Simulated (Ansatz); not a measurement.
A calculation with Ansatz (development build ahead of 0.2.0).

```yaml
crystal:
  periodic: [false, false, false]
  atoms:
    - { symbol: Mn, position_ang: [0.0, 0.0, 1.38899] }
    - { symbol: V, position_ang: [0.0, 0.0, -1.38899] }
    - { symbol: S, position_ang: [0.0, 1.68021, 0.0] }
    - { symbol: S, position_ang: [0.0, -1.68021, 0.0] }
basis:
  gaussian: { orbitals: pcseg-2 }
magnetization:
  spin_polarized: true
  initial_magnetization: 8
hamiltonian:
  xc: r2scan
```

The input is written out in the form of the current development build from the run's settings.

Output:

```
Converged                       : yes
Total energy                    : -2891.48899 hartree
Spin squared of the determinant : 20.113
Stability test                  : minimum
```

Caution: other spin multiplicities were not run.
